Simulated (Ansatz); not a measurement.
Cost and result for the atomization energy of CH$_{4}$FNSSi, SMILES `FC1N[SiH2]S1` (9 atoms, 9 bonds).

```xyz
9

F    -1.883    0.887   -0.895
C    -1.138    0.247    0.068
N    -0.166   -0.619   -0.488
Si    1.289    0.039    0.155
S    -0.078    1.447    0.991
H    -1.862   -0.225    0.737
H    -0.451   -1.498   -0.884
H     2.000   -0.819    1.137
H     2.288    0.542   -0.821
```

The species carries charge 0 and has multiplicity 1. Geometry: relaxed with PBE0-D4/def2-TZVP. Program: Ansatz. All runs use 4 threads of an Arm Neoverse V1 on a shared host. Times are those of one run each, without the atoms' runs, and a repeat can differ threefold. Electronic energies, without spin–orbit coupling; frozen cores. CCSD(T)/CBS adds CCSD(T) − MP2 in def2-TZVPP to the MP2 limit, and its time is that of the two runs behind it. T1 = 0.012. B3LYP takes the VWN-RPA correlation (the form of Gaussian; ORCA's B3LYP/G).

CCSD(T)/CBS is a level of theory with its own doubt, some kJ/mol a heavy atom from the limit and from the frozen cores, so smaller differences don't rank the functionals.

```tsv
level	functions	wall time	atomization (kJ/mol)	difference from CCSD(T)/CBS	per bond
PBE-D4/def2-TZVPP (with forces)	233	2.4 s	3278.0	92.8	10.3
PBE0-D4/def2-TZVPP	233	4 s	3198.0	12.8	1.4
r2SCAN-D4/def2-TZVPP (with forces)	233	6 s	3192.6	7.4	0.8
B3LYP-D4/def2-TZVPP (with forces)	233	6 s	3176.4	-8.8	-1.0
B2PLYP/def2-TZVPP	233	6 s	3137.4	-47.8	-5.3
ωB97X-V/def2-TZVPP	233	8 s	3219.3	34.1	3.8
ωB97M-V/def2-TZVPP (with forces)	233	12 s	3210.9	25.7	2.9
MP2/def2-QZVPP	431	27 s	3217.8	32.6	3.6
CCSD(T)/def2-TZVPP	233	2.1 min	3073.0	-112.2	-12.5
CCSD(T)/CBS(def2)	–	2.5 min	3185.2	0.0	0.0
```

From PBE to PBE0 (25 % exact exchange), in def2-TZVPP and without D4, the atomization energy moves by −76.4 kJ/mol: exact exchange takes away binding that semilocal exchange gives to molecules. The D4 term adds +36.7 kJ/mol with B3LYP and +18.8 kJ/mol with PBE0; it sums over pairs of atoms, weighted by their polarisabilities, and B3LYP, whose exchange is more repulsive, gets the larger term. In def2-TZVPP, CCSD(T) changes the Hartree–Fock value by +911.8 kJ/mol (the triples alone add +63.8 kJ/mol) and MP2 by +989.9 kJ/mol; breaking electron pairs costs correlation energy, which Hartree–Fock lacks.
